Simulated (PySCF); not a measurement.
(E)-2-chloro-1-fluoroprop-1-ene (C3H4ClF), SMILES F/C=C(\C)Cl. Heavy atoms are numbered as in [CH3:1]/[C:2]([Cl:3])=[CH:4]\[F:5]. Hydrogens are named by the atom that carries them.

The structure is a stationary point at PBE0-D3(BJ)/def2-SVP.

All values below come from PBE/pcSseg-1 run with PySCF.

GIAO shieldings, no solvent; atoms alike by connectivity are averaged. δ = σ(ref) − σ: ¹³C against TMS (σ = 182.0 ppm); ³⁵Cl against HCl (σ = 936.5 ppm); ¹⁹F against CFCl3 (σ = 133.6 ppm); ¹H against TMS (σ = 31.49 ppm), references at their B3LYP-D3(BJ)/def2-TZVP geometries, non-relativistic (without spin–orbit terms, shifts of atoms bonded to Cl or Br come out too high).

```
nucleus     atoms  count  δ (ppm)
-------  --------  -----  -------
¹³C       C4 (CH)      1    155.1
¹³C            C2      1    132.1
¹³C      C1 (CH3)      1     20.9
³⁵Cl          Cl3      1    197.4
¹⁹F            F5      1   -142.6
¹H        H on C4      1     7.22
¹H        H on C1      3     2.28
```
